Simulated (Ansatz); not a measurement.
Geometry optimisation, Ansatz 0.2.0, RHF/def2-SVP.

Input:

```yaml
crystal:
  periodic: [false, false, false]
  atoms:
    - { symbol: W, position_ang: [0.340532, 0.037547, -0.346725] }
    - { symbol: F, position_ang: [0.106959, 0.258388, 2.692694] }
    - { symbol: Cl, position_ang: [2.464861, 0.930403, -0.003961] }
    - { symbol: H, position_ang: [-0.0912, 1.506546, 0.332562] }
    - { symbol: O, position_ang: [-1.218364, -0.54468, 0.473526] }
    - { symbol: H, position_ang: [-1.649159, -0.217668, 1.251316] }
    - { symbol: F, position_ang: [0.355964, -2.15509, -0.801418] }
    - { symbol: O, position_ang: [0.365504, 0.017028, -2.215038] }
    - { symbol: H, position_ang: [0.222606, 0.784757, -2.753933] }
    - { symbol: Si, position_ang: [1.306379, -2.124554, 0.615552] }
    - { symbol: H, position_ang: [0.797502, -3.414276, 1.13133] }
    - { symbol: H, position_ang: [2.663427, -2.19624, 0.054971] }
    - { symbol: H, position_ang: [1.500081, -1.409529, 1.914228] }
    - { symbol: H, position_ang: [0.641408, -0.482833, 2.622495] }
basis:
  gaussian: { orbitals: def2-SVP }
hamiltonian:
  xc: hf
relax:
  f_tol: 0.03
  max_steps: 50
```

Command:

```bash
$ ansatz run input.yaml --threads 4 --pin off --max-ram 5120MiB --backend cpu --events-out ev --progress --plain --runs-dir out
```

Q: Where does it end, and by what steps?

A: The run converged. After 30 steps the energy has fallen by 2.462 eV; H11 moved furthest, 1.62 Å. Parted: W1–Si10 (2.56 → 3.90 Å).

```json
{"step": "0", "energy less start (eV)": "0.0000", "largest force component (eV/Å)": "2.258", "accepted": "yes"}
{"step": "2", "energy less start (eV)": "-1.0210", "largest force component (eV/Å)": "2.115", "accepted": "yes"}
{"step": "4", "energy less start (eV)": "-1.6813", "largest force component (eV/Å)": "2.006", "accepted": "yes"}
{"step": "6", "energy less start (eV)": "-2.0939", "largest force component (eV/Å)": "0.754", "accepted": "yes"}
{"step": "8", "energy less start (eV)": "-2.1457", "largest force component (eV/Å)": "1.145", "accepted": "yes"}
{"step": "10", "energy less start (eV)": "-2.2524", "largest force component (eV/Å)": "0.452", "accepted": "yes"}
{"step": "12", "energy less start (eV)": "-2.3096", "largest force component (eV/Å)": "1.421", "accepted": "yes"}
{"step": "14", "energy less start (eV)": "-2.3661", "largest force component (eV/Å)": "0.205", "accepted": "yes"}
{"step": "16", "energy less start (eV)": "-2.3817", "largest force component (eV/Å)": "0.148", "accepted": "yes"}
{"step": "18", "energy less start (eV)": "-2.4022", "largest force component (eV/Å)": "0.530", "accepted": "yes"}
{"step": "20", "energy less start (eV)": "-2.4257", "largest force component (eV/Å)": "0.622", "accepted": "yes"}
{"step": "22", "energy less start (eV)": "-2.4470", "largest force component (eV/Å)": "0.442", "accepted": "yes"}
{"step": "24", "energy less start (eV)": "-2.4463", "largest force component (eV/Å)": "0.337", "accepted": "no"}
{"step": "26", "energy less start (eV)": "-2.4607", "largest force component (eV/Å)": "0.079", "accepted": "yes"}
{"step": "28", "energy less start (eV)": "-2.4614", "largest force component (eV/Å)": "0.055", "accepted": "yes"}
{"step": "30", "energy less start (eV)": "-2.4618", "largest force component (eV/Å)": "0.024", "accepted": "yes"}
```

```xyz
14
Properties=species:S:1:pos:R:3
W -0.053 0.397 -0.408
F -0.256 1.142 3.216
Cl 1.937 0.557 0.943
H -0.562 2.002 -0.284
O -1.277 -0.244 0.835
H -1.517 0.155 1.666
F 0.698 -2.006 -0.489
O 0.370 0.446 -2.204
H 0.329 0.260 -3.126
Si 1.708 -3.003 0.351
H 1.338 -4.365 -0.067
H 3.080 -2.673 -0.052
H 1.457 -2.791 1.780
H 0.556 1.112 2.806
```

Whether the end is a true minimum wasn't checked by a vibrational analysis.

The run took 79 s on 4 threads of INTEL(R) XEON(R) PLATINUM 8581C CPU @ 2.10GHz (Emerald Rapids), with other jobs on the host, peak memory 0.51 GiB.
